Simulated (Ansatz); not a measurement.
Saddle point of SiH$_{5}$ClOF$_{2}$, singlet (SiH₂ClF ([F][SiH2][Cl]) + H₂O + HF → SiH₃ClO ([OH][SiH2][Cl]) + HF + HF; bonds formed: F2–H8, H6–F9; dative contacts that become bonds: Si1–O7; bonds broken: Si1–F2, H6–O7, H8–F9), PBE0-D4/def2-TZVP structure:

```
10
angstrom
Si -0.6668 0.7590 0.1612
F -1.0953 -1.1389 0.0990
H -1.4510 0.8535 -1.0754
H -1.2362 0.7168 1.5118
Cl 0.0701 2.7648 0.1986
H 1.1311 -0.9742 -0.2290
O 0.9569 0.1387 -0.0039
H -0.2135 -1.8046 -0.1532
F 0.8667 -2.1227 -0.3818
H 1.6379 0.8077 -0.1272
```

Energies are electronic, without zero-point energy. Barriers and step energies count from the start structure reached by relaxing down the imaginary mode; all methods use the PBE0-D4 structures, on which another method's saddle can fall below an end. Program: Ansatz 0.2.0. Basis: def2-TZVPP, with def2-QZVPP for the basis limit. Cores are frozen in the correlated methods. B3LYP uses VWN-RPA correlation. Extrapolation: Hartree–Fock as exp(−7.88 √X), correlation as X^−2.97.

```
      method  barrier (kJ/mol)  step energy (kJ/mol)
       SPW92                 ?                  13.9
      PBE-D4                 ?                 -12.3
     BLYP-D4              17.3                 -20.5
   r2SCAN-D4              16.4                  -9.6
      B97M-V                 ?                 -11.5
     PBE0-D4              19.6                 -13.4
    B3LYP-D4              22.7                 -19.7
  r2SCAN0-D4              22.1                 -11.2
    BHLYP-D4              33.0                 -19.9
CAM-B3LYP-D4              21.3                 -14.4
     wB97X-V              24.1                 -15.3
     wB97M-V              26.4                 -11.4
      B2PLYP              24.9                 -20.4
    PBE-QIDH              24.7                 -14.9
  RPA on PBE              23.2                 -23.0
          HF              56.1                 -39.2
         MP2              23.4                 -20.1
        CCSD              32.0                 -23.6
     CCSD(T)              27.2                 -20.7
```

**Question.** Fill in the withheld barriers. (An estimate is asked for; the value comes from the calculation.)

**Answer.** By the calculation: SPW92 -5.1; B97M-V 35.7; PBE-D4 11.4 kJ/mol. Each is the energy of the saddle less that of the start structure, by the same method.

For comparison, the barrier by CCSD(T) at an estimated basis limit (MP2 extrapolated from triple and quadruple zeta, plus CCSD(T) − MP2 in triple zeta) is 31.7 kJ/mol.

T1 diagnostic: at most 0.011.

Labels in which every atom is bracketed show which atoms are joined, not bond orders.

For scale, one of the runs: CCSD(T)/def2-TZVPP, 247 basis functions, launched by `ansatz run in.yaml --threads 8 --pin off --events-out ev --progress --plain --max-ram 19148MiB`. Time: 88 s of wall clock on 8 CPU threads of a Oxide Virtual Turin-like; the host was shared. Peak host memory: 5.3 GiB.
